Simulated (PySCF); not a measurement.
C3H10BN.
Bonds: C1–C2, C2–C3, C2–B4, B4–N5. Hydrogens: H6, H7, H8 on C1; H9 on C2; H10, H11, H12 on C3; H13 on B4; H14, H15 on N5.

Method used: PBE0-D3(BJ)/def2-SVP geometry optimisation, gas phase (PySCF 2.14.0).

(1) Give the optimised bond lengths and angles.

## Answers

(1) 
```
                  bond  length (Å)   order
          C1–C2, C2–C3       1.530  single
                 C2–B4       1.583  single
                 B4–N5       1.392  single
C1–H6 and 5 like bonds       1.103  single
                 C2–H9       1.107  single
                B4–H13       1.216  single
        N5–H14, N5–H15       1.012  single
```

Bonds in one row agree within 0.01 Å and their mean is given. Orders are formal, as drawn. A selection of angles:
```
     angle  degrees
  C2–C1–H6    111.5
  H6–C1–H7    107.4
  C1–C2–C3    110.9
  C1–C2–B4    110.4
  C1–C2–H9    108.1
  B4–C2–H9    109.4
  C2–B4–N5    122.6
 C2–B4–H13    119.9
 N5–B4–H13    117.5
 B4–N5–H14    123.3
H14–N5–H15    113.8
```

Torsions: C1–C2–B4–N5 -122° (anticlinal). The mirror-image conformer, all signs reversed, is as good.

N5 (boron-bound nitrogen) is planar (angles 123.3°, 123.0° and 113.8°, sum 360.0°, 0.00 Å off the plane of its three neighbours). B4 (three-coordinate boron) is planar (angles 122.6°, 119.9° and 117.5°, sum 360.0°, 0.00 Å off the plane of its three neighbours). Of the pairs four or more bonds apart, H9···H15 is among the closest relative to their van der Waals radii: 2.51 Å, 105 % of the sum of Bondi's values.

Point group: near Cs, missed by 0.12 Å at most; the miss may be what the optimiser left on a soft mode. No frequency check. The numbers are those of one conformer.

The run took 23 s wall on one thread of an Arm Neoverse V2, shared host, and the process peaked at 0.49 GiB of memory. This is the geometry optimisation.
